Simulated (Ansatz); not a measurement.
`CB(C)C` → B• + 3 C• + 9 H•  (atomization)

Gas-phase electronic energies from Ansatz, PBE0-D4/def2-TZVP geometries. CBS: MP2 limit from def2 TZ/QZ plus the TZ coupled-cluster correction, frozen cores. This one scheme is used for every species, atoms too. Functionals use def2-TZVPP. Open shells (•) are unrestricted, without spin–orbit coupling. Spin–orbit coupling would lower the free atoms: a little for B, C.

CCSD(T)/CBS gives +52.04 eV.

Q: Another level gave +52.89 eV. Which?
A. r2SCAN0/def2-TZVPP
B. PBE-D4/def2-TZVPP
C. PBE/def2-TZVPP
D. r2SCAN-D4/def2-TZVPP

A: B. PBE-D4 52.89, PBE 52.69, r2SCAN0 52.02, r2SCAN-D4 52.42 eV.

Largest T1 diagnostic among the species: 0.014.

From r2SCAN to r2SCAN0 (25 % exact exchange), in def2-TZVPP and without D4, ΔE moves by −0.35 eV: exact exchange takes away binding that semilocal exchange gives to molecules. The D4 term adds +0.32 eV with B3LYP and +0.17 eV with PBE0; it sums over pairs of atoms, weighted by their polarisabilities, and B3LYP, whose exchange is more repulsive, gets the larger term. Leaving LDA and LC-ωPBE aside and taking each functional with its dispersion term where it has one, the values, not all of them listed here, spread over 1.44 eV, from BHLYP-D4 to PBE-D4. LDA lies +5.78 eV from PBE without D4, its usual overbinding.

B3LYP here is the variant with VWN-RPA as its local correlation; programs differ in this.

For atomizations the MP2-based limit and the directly extrapolated one differ by several kJ/mol either way, and by 10 to 25 for some Ge, Se and Sn compounds, so smaller differences from it don't rank the levels.
